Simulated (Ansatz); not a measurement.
# Counterpoise correction, worked out

The pair of Ag⁺ (SMILES [Ag+], atom 1) and CH4O (SMILES CO, atoms 2–7), both closed shells, in one local arrangement (a lower one may exist), relaxed at PBE0-D4/def2-TZVP:

```
7
angstrom
Ag -0.2876 0.1327 -2.6058
C 0.3901 -0.1106 0.5922
O -0.5533 0.2800 -0.4312
H 0.2411 0.5134 1.4729
H 1.3870 0.0648 0.1947
H 0.2655 -1.1645 0.8416
H -1.4429 0.2843 -0.0644
```

Computed with Ansatz 0.2.0 (basis: def2-TZVPPD); correlated methods freeze the cores. Filled d shells of the heavier atoms are correlated. Core potentials replace the inner electrons of the atoms past krypton.

MP2 total energies in eV:

| system | geometry | basis functions | energy |
| --- | --- | --- | --- |
| pair | pair | all | -7131.49137 |
| Ag⁺ | as in the pair | all (partner as ghosts) | -3986.46646 |
| CH4O | as in the pair | all (partner as ghosts) | -3143.59939 |
| Ag⁺ | as in the pair | its own | -3986.39973 |
| CH4O | as in the pair | its own | -3143.58873 |
| Ag⁺ | free (PBE0-D4 minimum) | its own | -3986.39973 |
| CH4O | free (PBE0-D4 minimum) | its own | -3143.60652 |

Work out the interaction energy with and without the counterpoise correction, the superposition error, and the binding energy from the relaxed fragments.

Without correction: -7131.49137 − (-3986.39973) − (-3143.58873) = -1.50291 eV.
With correction (each fragment in the whole basis): -7131.49137 − (-3986.46646) − (-3143.59939) = -1.42552 eV = -32.87 kcal/mol.
The superposition error is the difference, 0.07739 eV, 5 % of the uncorrected value: each fragment borrows its partner's functions.
Deformation from the free shapes: 0.00000 eV for Ag⁺ and 0.01779 eV for CH4O.
Binding energy from relaxed fragments: -1.42552 + 0.00000 + 0.01779 = -1.40773 eV = -32.46 kcal/mol (electronic, without zero-point energy; negative means bound). For comparison, the corrected interaction energy by CCSD(T) at an estimated basis limit (MP2 extrapolated from triple and quadruple zeta, plus CCSD(T) − MP2 in triple zeta) is -1.503 eV.

No T1 diagnostic of these runs exceeds 0.012.

For scale, one of the runs: CCSD(T)/def2-TZVPPD, 201 basis functions, launched by `ansatz run in.yaml --threads 4 --pin off --events-out ev --progress --plain --max-ram 9574MiB`. Time: 64 s of wall clock on 4 CPU threads of an Arm Neoverse V2; the host was shared. Peak host memory: 3 GiB.
